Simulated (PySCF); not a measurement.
A structure optimised at B3LYP-D3(BJ)/def2-SVP, used in a PySCF frequency run:

```xyz
13

C      0.2531     2.3695     0.0000
C     -0.0122     1.0681     0.0000
C     -1.2219     0.1522     0.0000
B     -0.0451    -0.9325     0.0000
C      0.1605    -2.4734     0.0000
O      0.9476     0.0384     0.0000
H      1.2837     2.7296     0.0000
H     -0.5645     3.0914     0.0000
H     -1.8588     0.2227     0.8957
H     -1.8588     0.2227    -0.8957
H     -0.3287    -2.9245     0.8812
H     -0.3287    -2.9245    -0.8812
H      1.2230    -2.7607     0.0000
```

### Question
Write its SMILES, formula and point group.

### Answer
C=C1CB(C)O1, C4H7BO, Cs

### Question
What are its rotational constants (standard atomic weights)?

### Answer
10.710, 2.4107, 2.0178 GHz
